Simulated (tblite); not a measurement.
Isomers of C7H9NO. Level: GFN2-xTB in tblite, geometry and Hessian alike; calculated harmonic values, unscaled, isolated species. This tight-binding method is rough: wavenumbers can miss measured ones by several per cent, in bad cases by 10 to 20. One conformer each.

Electronic energies: GFN2-xTB at the same geometries; isomer energies are rough at this level and their order can be wrong.

```
             SMILES  electronic energy, lowest = 0 (kJ/mol)
        COCc1ccncc1                                     0.0
        COCc1cccnc1                                     1.5
CCc1cc[n+]([O-])cc1                                    64.3
```

How do GFN2-xTB zero-point energies change the relative energies?

```
             SMILES  ZPE (kJ/mol)  of it from modes above 1550 cm⁻¹  electronic (kJ/mol)  with ZPE, lowest = 0 (kJ/mol)  lowest mode (cm⁻¹)  rings
        COCc1ccncc1         378.3                             179.1                  0.0                            0.0                  28      1
        COCc1cccnc1         378.3                             179.1                  1.5                            1.5                  26      1
CCc1cc[n+]([O-])cc1         383.3                             174.3                 64.3                           69.3                  39      1
```

The zero-point energies span 5.0 kJ/mol, from `COCc1ccncc1` to `CCc1cc[n+]([O-])cc1`. The order is unchanged.

What do entropy and thermal enthalpy add at 298.15 K and 1 bar (rigid rotor, harmonic oscillator, one conformer each)?

| SMILES | point group | symmetry number | S (J/(mol K)) | H − H(0) (kJ/mol) | ZPE + H − H(0) − TS (kJ/mol) |
| --- | --- | --- | --- | --- | --- |
| COCc1ccncc1 | Cs | 1 | 389.9 | 25.24 | 287.3 |
| COCc1cccnc1 | C1 | 1 | 390.9 | 25.27 | 287.0 |
| CCc1cc[n+]([O-])cc1 | Cs | 1 | 377.3 | 24.22 | 295.0 |
